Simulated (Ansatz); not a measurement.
Reaction (SMILES): O[Si](O)(Br)Br → [O][Si](O)(Br)Br + H atom (the H-O bond at the site shown breaks; other sites are not compared here)
Each molecule is optimised on its own at B3LYP-D3(BJ)/def2-TZVP (Ansatz, a program for electronic structure), one conformer each, not searched for the lowest.
Geometry of the first species:
```
Si
O 1 1.6204
H 2 0.9622 1 118.21
O 1 1.6271 2 109.08 3 56.64
H 4 0.9613 1 118.82 2 -169.73
Br 1 2.2067 2 106.51 3 177.81
Br 1 2.2294 2 111.53 3 -63.50
```
Charge 0, spin multiplicity 1.

Property: bond dissociation energy (electronic energy difference), in kcal/mol. Correlated levels leave the core frozen unless marked. UHF or UKS for open shells. Spin-orbit coupling is left out. Frozen are the shells of the preceding noble gas and the d and f shells that filled before the atom's block. Non-relativistic. Basis-set limits of correlation are two-point, X^-3; Hartree-Fock from the larger set. [CCSD(T)-MP2]/basis is that difference in the basis named.

```csv
level,program,bond dissociation energy (kcal/mol)
BLYP-D3(BJ)/def2-TZVPD,Ansatz + dftd3,116.6
BLYP-D4/def2-TZVPD,Ansatz + dftd4,116.4
r2SCAN/def2-TZVPD,Ansatz,119.8
PBE0/STO-3G,Ansatz,120.2
PBE0/def2-TZVPD,Ansatz,121.5
PBE0/def2-QZVPP,Ansatz,(withheld)
r2SCANh-D4/def2-TZVPD,Ansatz + dftd4,120.9
r2SCAN0/def2-TZVPD,Ansatz,121.6
CAM-B3LYP-D4/def2-TZVPD,Ansatz + dftd4,(withheld)
LC-wPBE-D4/def2-TZVPD,Ansatz + dftd4,(withheld)
B2PLYP/def2-TZVPD,Ansatz,124.5
RPA@PBE/def2-QZVPP,Ansatz,122.4
SCS-MP2/def2-TZVPP,Ansatz,131.6
"RI-MP2/CBS(def2-TZVPP,def2-QZVPP)+[CCSD(T)-MP2]/def2-TZVPP",Ansatz,129.9
```

### Question
Complete the blanks.

### Answer

- PBE0/def2-QZVPP, bond dissociation energy (kcal/mol): 122.2
- CAM-B3LYP-D4/def2-TZVPD, bond dissociation energy (kcal/mol): 124.8
- LC-wPBE-D4/def2-TZVPD, bond dissociation energy (kcal/mol): 125.2
